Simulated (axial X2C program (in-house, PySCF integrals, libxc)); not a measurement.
ZrF: nuclear properties from DFT to coupled cluster

Computed with an axial X2C code built on PySCF integrals: two-component X2C with atomic mean-field Coulomb and Gaunt terms, Gaussian nuclei, basis Zr dyall-acv3z, F dyall-av3z with contracted cores.

R = 1.880 Å (near the PBE0 minimum at charge 0 of the determinant lowest at the starting distance; the state shown can have its own minimum elsewhere); state Ω = 3/2 (⟨Sz⟩ = 1.50, ⟨Lz⟩ = 0.00 at PBE0).

```json
{"level": "PBE0", "Eeff magnitude (GV/cm)": "2.13", "Ws magnitude Zr (kHz)": "0.635", "A∥/gI Zr (MHz)": "983", "qzz Zr (a.u.)": "0.55", "A∥/gI F (MHz)": "4.58", "μ (D)": "-3.08"}
{"level": "HF", "Eeff magnitude (GV/cm)": "2.93", "Ws magnitude Zr (kHz)": "0.871", "A∥/gI Zr (MHz)": "775", "qzz Zr (a.u.)": "-0.19", "A∥/gI F (MHz)": "-1.85", "μ (D)": "-3.03"}
{"level": "B3LYP", "Eeff magnitude (GV/cm)": "2.28", "Ws magnitude Zr (kHz)": "0.679", "A∥/gI Zr (MHz)": "1030", "qzz Zr (a.u.)": "0.57", "A∥/gI F (MHz)": "6.58", "μ (D)": "-3.01"}
```

Eeff is the effective electric field on the electron electric dipole moment in this Ω state and Ws the scalar–pseudoscalar constant of the nucleus named (defined with the proton number Z and per Ω); A∥ (defined per Ω) follows by multiplying with gI = μI/(I μN); qzz is the electric field gradient, eQq0 = 234.96 MHz × Q/barn × qzz; μ is positive if the F end (last atom) is positive. The operators were transformed with the bare-nucleus X2C matrices; with these basis sets, hyperfine constants and field gradients can be off by tens of per cent, and where levels differ in sign neither size nor sign is settled.

Finite-field MP2, CCSD and CCSD(T), with 19 electrons correlated in 130 natural virtual spinors (MP2 remainder added):

```tsv
level	Eeff magnitude (GV/cm)	Ws magnitude Zr (kHz)	A∥/gI Zr (MHz)	qzz Zr (a.u.)	A∥/gI F (MHz)	μ (D)
MP2	2.47	0.728	977	0.50	4.5	-3.38
CCSD	2.55	0.756	943	0.26	3.57	-3.24
CCSD(T)	2.48	0.735	952	0.32	4.2	-3.17
```

T1 = 0.017 (Lee–Taylor). One unrestricted determinant, the lowest of a limited PBE0 search, is the reference; the functionals treat spin collinearly. With several open shells it need not be a pure state. Correlation of the inner shells is missing, which matters for properties at the nucleus. Number of frozen shells: Zr 3 s, 2 p, 1 d; F 1 s.

(1) By how much does correlation change each value, CCSD(T) against HF?

## Answers

(1) Eeff magnitude -15 %; Ws magnitude Zr -16 %; A∥/gI Zr 23 %; qzz Zr from -0.19 to 0.32, a change of sign; A∥/gI F from -1.85 to 4.2, a change of sign; μ 5 %.
